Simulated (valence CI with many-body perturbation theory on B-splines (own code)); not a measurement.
**Tc³⁰⁺: calculated level list**

Calculated by configuration interaction combined with many-body perturbation theory (CI+MBPT): three valence electrons over a frozen Dirac-Fock core [Ne], a basis of 11 s, 11 p, 10 d, 8 f, 5 g, 2 h functions for each j, with the one-electron correlation potential Σ1 (screened to all orders), the two-electron term Σ2, the three-electron term Σ3, Breit, model QED; selected single and double excitations, second order for the rest, scaled by the run's own slope (own B-spline code, finite nucleus).

No measured spectrum was set against this ion. As an estimate, large intervals hold to a few tenths of a per cent, small ones and those within an open d or f shell to about a per cent.

Levels 91 to 135 of 154, with energies above the lowest level, 3s²3p ²P°_1/2. "Leading %" is the weight of the configuration and term that name the level; weights of strongly mixed levels are sums over their largest components and can fall short, so below about 35 % the name and the second component can differ from the true leading terms, or belong to a minority configuration. Lifetimes count E1, E2, E3, M1 and M2 decay at the calculated energies, and are blank where another channel may lead or the interval is too uncertain; long ones can be off by a factor of two.

```
No.  Configuration  Term     J  E (eV)  Leading %  Second component  Lifetime
 91          3p3d²   ⁴P°   1/2  426.12         50    42 % 3p3d² ²S°   8.40 ps
 92          3p3d²   ⁴F°   3/2  428.62         36    28 % 3p3d² ⁴D°   5.55 ps
 93          3p3d²   ⁴D°   7/2  431.83         45    27 % 3p3d² ²F°   8.24 ps
 94          3p3d²   ⁴F°   5/2  433.79         46    16 % 3p3d² ⁴D°   5.60 ps
 95          3p3d²   ²H°   9/2  434.36         56    23 % 3p3d² ⁴G°   18.1 ps
 96          3p3d²   ⁴D°   5/2  435.81         36    28 % 3p3d² ²F°   12.0 ps
 97          3p3d²   ⁴D°   3/2  437.42         39    36 % 3p3d² ²D°   7.31 ps
 98          3p3d²   ²G°   7/2  437.61         61    27 % 3p3d² ²F°   8.55 ps
 99          3p3d²   ⁴P°   3/2  439.11         59    20 % 3p3d² ⁴S°   6.78 ps
100          3p3d²   ⁴G°  11/2  444.64         98                     15.1 ps
101          3p3d²   ⁴F°   9/2  448.91         54    23 % 3p3d² ⁴G°   6.65 ps
102          3p3d²   ⁴F°   7/2  449.30         39    38 % 3p3d² ²F°   6.81 ps
103          3p3d²   ²P°   3/2  449.83         33    27 % 3p3d² ⁴F°   4.10 ps
104          3p3d²   ⁴D°   5/2  451.85         36    24 % 3p3d² ⁴F°   4.97 ps
105          3p3d²   ⁴D°   1/2  452.11         50    34 % 3p3d² ²P°   4.72 ps
106          3p3d²   ⁴D°   7/2  452.98         42    26 % 3p3d² ²F°   5.63 ps
107          3p3d²   ⁴D°   5/2  453.09         49    19 % 3p3d² ²D°   6.72 ps
108          3p3d²   ²S°   1/2  454.94         51    29 % 3p3d² ⁴P°   6.09 ps
109          3p3d²   ⁴D°   1/2  455.81         51    38 % 3p3d² ²P°   5.07 ps
110          3p3d²   ⁴D°   3/2  456.58         71    15 % 3p3d² ²D°   4.42 ps
111          3p3d²   ⁴D°   7/2  456.68         89     6 % 3p3d² ²F°   5.91 ps
112          3p3d²   ⁴P°   5/2  458.29         66    13 % 3p3d² ²F°   6.92 ps
113          3p3d²   ²G°   9/2  460.06         53    25 % 3p3d² ⁴F°   8.19 ps
114          3p3d²   ²F°   5/2  461.52         58    25 % 3p3d² ⁴D°   4.69 ps
115          3p3d²   ²H°  11/2  462.40         98                     12.9 ps
116          3p3d²   ⁴S°   3/2  462.62         66    25 % 3p3d² ⁴P°   3.60 ps
117          3p3d²   ²F°   7/2  466.08         56    34 % 3p3d² ²G°   6.38 ps
118          3p3d²   ²D°   3/2  469.14         59    28 % 3p3d² ²P°   4.45 ps
119          3p3d²   ²P°   1/2  469.49         91     5 % 3p3d² ⁴D°   5.17 ps
120          3p3d²   ²F°   7/2  470.29         56    29 % 3p3d² ²G°   4.52 ps
121          3p3d²   ²D°   5/2  473.42         81    10 % 3p3d² ²F°   4.13 ps
122          3p3d²   ²G°   9/2  476.01         91     5 % 3p3d² ⁴F°   4.66 ps
123          3p3d²   ²F°   5/2  478.83         96                     5.27 ps
124          3p3d²   ²P°   3/2  481.20         76     6 % 3p3d² ²D°   6.79 ps
125          3p3d²   ²G°   7/2  482.59         48    39 % 3p3d² ²F°   4.90 ps
126          3p3d²   ²D°   3/2  483.59         67    23 % 3p3d² ²P°   3.67 ps
127          3p3d²   ²D°   5/2  485.98         89     5 % 3p3d² ⁴D°   4.44 ps
128          3p3d²   ²P°   1/2  489.36         95                     3.52 ps
129          3p3d²   ²P°   3/2  494.64         73    16 % 3p3d² ²D°   3.62 ps
130            3d³    ⁴F   3/2  559.13         90        9 % 3d³ ²D   3.96 ps
131            3d³    ⁴F   5/2  561.98         96                     4.37 ps
132            3d³    ⁴F   7/2  564.52         90        8 % 3d³ ²G   4.75 ps
133            3d³    ⁴F   9/2  566.36         67       25 % 3d³ ²G   5.09 ps
134            3d³    ⁴P   3/2  569.39         58       28 % 3d³ ²P   3.76 ps
135            3d³    ⁴P   1/2  570.40         81       18 % 3d³ ²P   3.88 ps
```

Names give the largest LS component (configuration and term), which can be under half, so a name can repeat, a term be missing and a line seem to break the LS rules; names also repeat where a configuration has a term twice.

Where two levels of one J and parity lie close, their mixing, g and order are uncertain.
